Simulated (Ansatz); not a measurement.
Basis-set extrapolation for B$_{2}$H$_{8}$N$_{2}$Si (PBE0-D4/def2-TZVP geometry, frozen core, the Gaussian-basis code of Ansatz). Multiplicity 1, RHF reference.

|  | def2-TZVPP | def2-QZVPP |
| --- | --- | --- |
| HF | -451.985554 | -452.002511 |
| MP2 correlation | -0.768857 | -0.820989 |
| CCSD(T) correlation | -0.852444 | not run |

Energies in hartree. Use E(X) = E(∞) + A·exp(−7.88·√X) for Hartree–Fock and E(X) = E(∞) + B·X^(−2.97) for correlation, with X = 3 and 4, and add CCSD(T) minus MP2 of the smaller set to the MP2 limit.

What is the CCSD(T) energy at the basis-set limit?

HF limit: -452.002511 + (-0.016957) × 0.13774 = -452.00485. MP2 limit: -0.820989 + (-0.052132) × 0.74074 = -0.85961. Higher-order term: -0.852444 − (-0.768857) = -0.08359. Total: -452.94805 hartree, 69.1 kcal/mol below CCSD(T)/def2-TZVPP.
